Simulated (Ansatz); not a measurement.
A structure relaxed at PBE0-D4/def2-TZVP, charge 0, multiplicity 1:

Cartesian coordinates in Å:
```
O -1.7369 0.5771 -0.1300
Zr 0.0568 -0.0636 -0.3716
O 1.3228 1.2527 0.2214
O 0.3115 -1.7117 0.5797
F 0.3431 -0.3876 -2.2433
H -2.5347 1.0341 0.1154
H 1.9757 1.7717 0.6797
H 0.2617 -2.4729 1.1487
```

Q: Give its formula and SMILES.

A: FH3O3Zr, `[OH][Zr]([OH])([OH])[F]`.

Q: Point group (tolerance 0.08 Å, 0.16 Å for H)?

A: C3.

Q: Summarise the bond lengths by kind.

A: 3 × O–Zr 1.920 Å; 3 × H–O 0.952 Å; 1 × F–Zr 1.921 Å.

Computed with Ansatz.
